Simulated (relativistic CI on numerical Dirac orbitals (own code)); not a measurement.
# Sensitivity of the levels of I10+ to α and to the nuclear radius

Computed by Dirac-Coulomb-Breit CI, orbitals from a KLI potential per configuration, derivatives by finite differences, unscaled Slater integrals, QED left out (own radial code, finite nucleus).

CI space (outside the closed core [Ar] 3d10): 4s2 4p6 4d7, 4s2 4p5 4d8, 4s2 4p6 4d6 4f, 4s2 4p6 4d6 5s, 4s2 4p4 4d9, 4s 4p6 4d8, 4s2 4p6 4d5 5s2, 4s2 4p6 4d6 5d. Levels of other configurations are missing.

With x = (α/α₀)² − 1 an excitation energy changes as ω = ω₀ + qx; K = 2q/ω₀ is the relative enhancement. Terms are leading LS components, so labels can repeat. The field-shift factor is F = δν/δ⟨r²⟩ for the transition from the lowest level.

Lowest level 4s2 4p6 4d7 4F_9/2.

| Level | ω₀ (cm⁻¹) | q (cm⁻¹) | K | F (GHz/fm²) |
| --- | --- | --- | --- | --- |
| 4s2 4p6 4d7 4F_7/2 | 11449 | 12910 | 2.26 | 0.163 |
| 4s2 4p6 4d7 4F_5/2 | 15667 | 12160 | 1.55 | 0.163 |
| 4s2 4p6 4d7 4F_3/2 | 17277 | 7228 | 0.837 | 0.0692 |
| 4s2 4p6 4d7 4P_3/2 | 24332 | 8618 | 0.708 | 0.0779 |
| 4s2 4p6 4d7 4P_5/2 | 28309 | 9227 | 0.652 | 0.198 |
| 4s2 4p6 4d7 2G_9/2 | 31519 | 8933 | 0.567 | 0.159 |
| 4s2 4p6 4d7 4P_1/2 | 33210 | 12150 | 0.732 | 0.143 |
| 4s2 4p6 4d7 2G_7/2 | 41029 | 17010 | 0.829 | 0.258 |
| 4s2 4p6 4d7 4P_3/2 | 43046 | 22280 | 1.03 | 0.283 |
| 4s2 4p6 4d7 2H_11/2 | 43590 | 11070 | 0.508 | 0.253 |
| 4s2 4p6 4d7 2D_5/2 | 45036 | 19000 | 0.844 | 0.273 |
| 4s2 4p6 4d7 2P_1/2 | 49698 | 26380 | 1.06 | 0.212 |
| 4s2 4p6 4d7 2H_9/2 | 55407 | 24890 | 0.898 | 0.417 |

At this charge energies of transitions that change n are usually good to better than 1 %, and those within a shell (Δn = 0) to a few per cent. Terms inside the open d or f shell come out 10 to 20 % too wide with unscaled integrals. Levels and lines within the n = 5 or 6 shells can be off by up to 10 % or somewhat more, and those that change n by about 2 %, since core polarisation is missing.
